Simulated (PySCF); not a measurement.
# Correlation energy of Br²⁺ (bromine, charge +2)

[Ar] 3d10 4s2 4p3, high-spin 4S determinant. All numbers are calculated (PySCF 2.14, a scalar-relativistic core potential, in aug-cc-pwCVTZ-PP with ECP10MDF (8s7p6d4f1g, 96 functions)). Frozen: 3s2 3p6 3d10; 5 electrons correlated.

| level | correlation energy (mhartree) |
| --- | --- |
| CCSD | -96.92 |
| (T) | -2.55 |
| CCSD(T) | -99.47 |

Diagnostics: T1 = 0.0022, D1 = 0.0046, largest double amplitude 0.043.

Cost of the coupled-cluster step: of the order of 30 core-seconds, for 5 correlated electrons.

Iterations:

```
CC2 = 0
CCSD nocc = (np.int64(4), np.int64(1)), nmo = (87, 87)
frozen orbitals [[0, 1, 2, 3, 4, 5, 6, 7, 8], [0, 1, 2, 3, 4, 5, 6, 7, 8]]
max_cycle = 100
direct = 0
conv_tol = 1e-08
conv_tol_normt = 1e-06
diis_space = 8
diis_start_cycle = 0
Init t2, MP2 energy = -0.0827720898956404
Init E_corr(UCCSD) = -0.0827720899003353
cycle = 1  E_corr(UCCSD) = -0.0941026849587241  dE = -0.0113305951  norm(t1,t2) = 0.0304212
cycle = 2  E_corr(UCCSD) = -0.0962095108169334  dE = -0.00210682586  norm(t1,t2) = 0.00786658
cycle = 3  E_corr(UCCSD) = -0.0969331278774371  dE = -0.000723617061  norm(t1,t2) = 0.00257128
cycle = 4  E_corr(UCCSD) = -0.0969178062128468  dE = 1.53216646e-05  norm(t1,t2) = 0.000292897
cycle = 5  E_corr(UCCSD) = -0.0969173270593721  dE = 4.79153475e-07  norm(t1,t2) = 2.48065e-05
cycle = 6  E_corr(UCCSD) = -0.0969172824804262  dE = 4.4578946e-08  norm(t1,t2) = 3.15824e-06
cycle = 7  E_corr(UCCSD) = -0.096917308659457  dE = -2.61790309e-08  norm(t1,t2) = 6.44874e-07
cycle = 8  E_corr(UCCSD) = -0.0969173032848843  dE = 5.37457268e-09  norm(t1,t2) = 1.04487e-07
UCCSD converged
E(UCCSD) = -414.4516872501877  E_corr = -0.09691730328488435
UCCSD(T) correction = -0.00254763211832163
```
